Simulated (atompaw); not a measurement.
What one change does to a pseudopotential (molybdenum (Mo), PAW (atompaw))

```
Element                 : molybdenum (Mo)
Generator               : atompaw 4.2.0.5
Type                    : PAW
Functional              : PBE
Relativity              : scalar-relativistic
Frozen core             : [Ar] 3d10 4s2
Valence charge          : 12
Reference configuration : 4p6 4d5 5s1 5p0
Partial waves           : 5s (bound): rc 2.40 bohr; 5s channel at 0.4 Ry: rc 2.40 bohr; 4p (bound): rc 1.55 bohr; 5p (bound, empty): rc 2.40 bohr; 4d (bound): rc 1.60 bohr; 4d channel at 0.05 Ry: rc 2.40 bohr
Local potential         : bessel scheme, radius 2.15 bohr
Core correction         : smooth core density matched at 2.40 bohr
Augmentation charge     : sinc compensation charge, radius 2.40 bohr; PAW radius 2.40 bohr; waves and projectors: custom polynom2 7 10 vanderbiltortho
```

All-electron outer shells of the reference configuration (PBE, scalar-relativistic, ld1.x):

| shell | level (eV) | outermost node (bohr) | outermost maximum (bohr) |
| --- | --- | --- | --- |
| 3d | -220.98 | – | 0.32 |
| 4s | -64.35 | 0.51 | 0.99 |
| 4p | -38.49 | 0.52 | 1.08 |
| 5s | -4.09 | 1.34 | 2.93 |
| 4d | -3.75 | 0.53 | 1.38 |
| 5p | -1.04 | 1.54 | 4.11 |

Change: wave 5s channel at 0.4 Ry: rc 2.40 bohr becomes 5s channel at 4.34 Ry: rc 2.40 bohr.

Cutoffs: the cutoffs (Ry, on a coarse ladder) from which the occupation-weighted sum of valence levels, in a spherical-Bessel basis at the reference potential, stays within 10 and 1 mRy of its value at 400 Ry; they do not see the model core or the augmentation charge, which bear on the density cutoff.

Task: What does the change do?

Result: The potential gets neither clearly harder nor softer (30 Ry and 200 Ry → 30 Ry and 200 Ry); the bound ghost in s disappears; the range in which the s phases agree narrows (upper end at the end of the scan → 2.0).

```tsv
quantity	base	changed
cutoff, loose	30 Ry	30 Ry
cutoff, tight	200 Ry	200 Ry
bound ghosts	s	none
s: phases at 2.40 bohr within 0.05 rad from the reference energy up to (Ry; the scan ends near 5)	to the end of the scan	2.0
p: phases at 2.40 bohr within 0.05 rad from the reference energy up to (Ry; the scan ends near 5)	to the end of the scan	to the end of the scan
d: phases at 2.40 bohr within 0.05 rad from the reference energy up to (Ry; the scan ends near 5)	2.4	2.4
lowest overlap eigenvalue by channel	s 0.31, p 0.49, d 0.06	s 0.17, p 0.49, d 0.06
```

 A true bound ghost makes a file unfit for plane-wave use even where its test errors are small: the radial tests pick states by their node count and pass the ghost by. The cutoffs see the waves, projectors and local potential, not the compensation charge or the core.
